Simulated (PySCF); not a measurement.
Compound: C5H5F5.
Bonds: C1–C2, C2–C3, C3–F4, C3–F5, C3–C6, C6–F7, C6–C8 (double), C8–F9, C8–F10. Hydrogens: H11, H12, H13 on C1; H14, H15 on C2.

Computed, not measured: PySCF, PBE0-D3(BJ)/def2-SVP geometry optimisation, gas phase.

What internal coordinates does the optimisation give?

| bond | length (Å) | order |
| --- | --- | --- |
| C1–C2 | 1.519 | single |
| C2–C3 | 1.512 | single |
| C3–F4, C3–F5 | 1.362 | single |
| C3–C6 | 1.507 | single |
| C6–F7 | 1.334 | single |
| C6=C8 | 1.333 | double |
| C8–F9 | 1.303 | single |
| C8–F10 | 1.303 | single |
| C1–H11, C1–H12, C1–H13 | 1.099 | single |
| C2–H14, C2–H15 | 1.100 | single |

Bonds in one row agree within 0.01 Å and their mean is given. Orders are formal, as drawn. A selection of angles:
| angle | degrees |
| --- | --- |
| C1–C2–C3 | 112.0 |
| C2–C3–F4 | 109.9 |
| C2–C3–C6 | 113.1 |
| F4–C3–F5 | 105.3 |
| F4–C3–C6 | 109.1 |
| C3–C6–F7 | 117.0 |
| C3–C6–C8 | 124.0 |
| F7–C6–C8 | 119.0 |
| C6–C8–F9 | 123.3 |
| C6–C8–F10 | 124.1 |
| F9–C8–F10 | 112.6 |

Dihedral angles: C1–C2–C3–F4 -57° (synclinal); C2–C3–C6–F7 -3° (synperiplanar); C3–C6–C8–F9 0° (synperiplanar). The mirror-image conformer, all signs reversed, is as good.

The C–C distances run from 1.333 Å (C6=C8, drawn double) to 1.519 Å (C1–C2, drawn single), a spread of 0.186 Å. The C–F distances run from 1.303 Å (C8–F9, drawn single) to 1.363 Å (C3–F5, drawn single), a spread of 0.060 Å. Of the pairs four or more bonds apart, F4···H11 is among the closest relative to their van der Waals radii: 2.56 Å, 96 % of the sum of Bondi's values.

Point group: near Cs, missed by 0.13 Å at most; the miss may be what the optimiser left on a soft mode. No frequency check. One conformer, not necessarily the lowest.
